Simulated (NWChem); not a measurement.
System: AlH$_{3}$O; SMILES [OH][AlH2]

All runs: NWChem. Pople sets run with spherical d functions. All runs use the structure optimised with PBE0/def2-SVP. Gas phase, vertical.

LRC-wPBEh/6-31G*, TDA puts singlet state 4 at 7.77 eV with oscillator strength 0.053; the lowest singlet and triplet lie at 5.96 and 5.54 eV.

### Question
Give the wavelength, the transition dipole and the radiative lifetime of that state in vacuum, and the vertical singlet-triplet gap.

### Answer

1. λ = 1239.84/7.77 = 160 nm, or 62670 cm⁻¹.
2. f = (2/3) ΔE μ² in atomic units, so μ = √(1.5 f/ΔE) = 0.53 a.u. = 1.34 D.
3. τ = 1.499 s cm⁻² / (f ν²) = 7.2 ns, for a non-degenerate state that emits at the vertical energy; a higher state like this one mostly decays faster by other paths.
4. S1 − T1 = 0.42 eV; if both came from one orbital pair it would be twice their exchange integral.
